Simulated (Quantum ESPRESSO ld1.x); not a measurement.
Input file for ld1.x (Quantum ESPRESSO 7.5):

```
 &input
    atom='S',
    iswitch=1,
    rel=1,
    dft='BLYP',
    config='[Ne] 3s2 3p3 4s0 3d0',
    prefix='ld1',
    max_out_wfc=37,
    file_charge='ld1.rho',
 /
```

Command: `OMP_NUM_THREADS=1 ld1.x < ld1.in > ld1.out`

Output:

```
     Program LD1 v.7.5 starts

     --------------------------- All-electron run ----------------------------

     scalar relativistic calculation

     atomic number is 16.00
     dft =BLYP   lsd =0 sic =0 latt =0  beta=0.20 tr2=1.0E-14
     Exchange-correlation= BLYP
                           (   1   3   1   3   0   0   0)
     mesh =1923 r(mesh) =  99.82426 a.u. xmin = -8.00 dx = 0.00800
     1 Ry =  13.60569312 eV, c = 137.03599908

     n l     nl                  e(Ry)          e(Ha)          e(eV)
     1 0     1S 1( 2.00)      -177.8210       -88.9105     -2419.3782
     2 0     2S 1( 2.00)       -16.4119        -8.2059      -223.2948
     2 1     2P 1( 6.00)       -12.3719        -6.1860      -168.3285
     3 0     3S 1( 2.00)        -2.0189        -1.0094       -27.4683
     3 1     3P 1( 3.00)        -1.2233        -0.6116       -16.6436
     4 0     4S 1( 0.00)        -0.4024        -0.2012        -5.4755
     3 2     3D 1( 0.00)        -0.2952        -0.1476        -4.0161

     final scf error:  2.5E-16 reached in  24 iterations

     Etot =    -797.609177 Ry,    -398.804589 Ha,  -10852.025700 eV

     Ekin =     800.737767 Ry,     400.368883 Ha,   10894.592323 eV
     Encl =   -1889.432525 Ry,    -944.716262 Ha,  -25707.039111 eV
     Eh   =     341.764232 Ry,     170.882116 Ha,    4649.939264 eV
     Exc  =     -50.678651 Ry,     -25.339326 Ha,    -689.518177 eV

     normalization and overlap integrals

     s(1S/1S) =  1.000000  <r> =   0.0969  <r2> =    0.0126  r(max) =   0.0635
     s(1S/2S) = -0.001067
     s(1S/3S) = -0.000341
     s(1S/4S) = -0.000122
     s(2S/2S) =  1.000000  <r> =   0.4793  <r2> =    0.2735  r(max) =   0.3873
     s(2S/3S) = -0.000176
     s(2S/4S) = -0.000062
     s(2P/2P) =  1.000000  <r> =   0.4424  <r2> =    0.2448  r(max) =   0.3248
     s(2P/3P) = -0.000128
     s(3S/3S) =  1.000000  <r> =   1.6341  <r2> =    3.0890  r(max) =   1.3818
     s(3S/4S) = -0.000030
     s(3P/3P) =  1.000000  <r> =   1.8998  <r2> =    4.2653  r(max) =   1.5456
     s(4S/4S) =  1.000000  <r> =   4.7565  <r2> =   25.6463  r(max) =   4.2014
     s(3D/3D) =  1.000000  <r> =   3.5928  <r2> =   16.1793  r(max) =   2.6206

     ------------------------ End of All-electron run ------------------------
```

Run on one thread of a shared host, so times are rough (Intel(R) Xeon(R) Processor @ 2.60GHz): 0.66 s of CPU time, 0.74 s wall, 24 iterations on 1923 mesh points.
